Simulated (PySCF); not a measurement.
Species: C5H11NSi.
Atom-mapped SMILES: `[CH2:1]=[CH:2][N:3]1[CH2:4][CH2:5][CH2:6][SiH2:7]1`

Cartesian coordinates in Å at the GFN2-xTB level; atoms count from 1:
```xyz
18
C5H11NSi angstrom
C      2.7381   -0.0917    0.5662
C      1.7444    0.7241    0.2298
N      0.4648    0.3797   -0.1306
C      0.0989   -1.0200   -0.2431
C     -1.2145   -1.0898   -1.0177
C     -2.1028    0.0617   -0.5493
Si    -0.8678    1.4744   -0.2666
H      2.6330   -1.1605    0.6122
H      3.7053    0.3052    0.8141
H      1.9007    1.7949    0.2187
H      0.8884   -1.5659   -0.7678
H     -0.0155   -1.4609    0.7557
H     -1.0000   -0.9655   -2.0809
H     -1.6907   -2.0617   -0.8790
H     -2.6037   -0.2061    0.3810
H     -2.8796    0.2796   -1.2781
H     -0.6911    2.3782   -1.4085
H     -1.1169    2.2305    0.9655
```

Definitions: NICS(0) = −σiso at the ring centroid; NICS(1) = −σiso and NICS(1)zz = −σzz at ±1 Å along the ring normal z. Level: GIAO PBE0/pcSseg-1 (PySCF, non-relativistic, gas phase) on the GFN2-xTB geometry, one conformer.

Ring bond lengths (Å), with Mayer bond orders in brackets: N3–C4 1.451 (0.92), C4–C5 1.526 (1.03), C5–C6 1.528 (1.03), C6–Si7 1.898 (0.92), Si7–N3 1.730 (0.91).

Task: Give the NICS values of each ring in ppm.

Result: 
| ring | type | NICS(0) | NICS(1), two faces | NICS(1)zz, two faces | rms pucker (Å) | centre to ring atoms, mean (Å) |
| --- | --- | --- | --- | --- | --- | --- |
| N3–C4–C5–C6–Si7 | 5-membered ring with N and Si; formal bonds all single | -5.8 | -3.1 / -3.5 | -1.5 / -2.4 | 0.17 | 1.36 |

Task: What do they say, and how far can they be read as aromaticity?

Result: 
- N3–C4–C5–C6–Si7: mean NICS(1)zz -2.0 ppm, near zero. C4, C5, C6, Si7 have four or more neighbours; no verdict on aromaticity is drawn.

Task: At the first NICS(1) probe listed for ring N3–C4–C5–C6–Si7, 1 Å off the ring, what do the in-plane components average?

Result: The isotropic value is a third of the trace: (3 × -3.1 − (-1.5))/2 = -3.9 ppm.
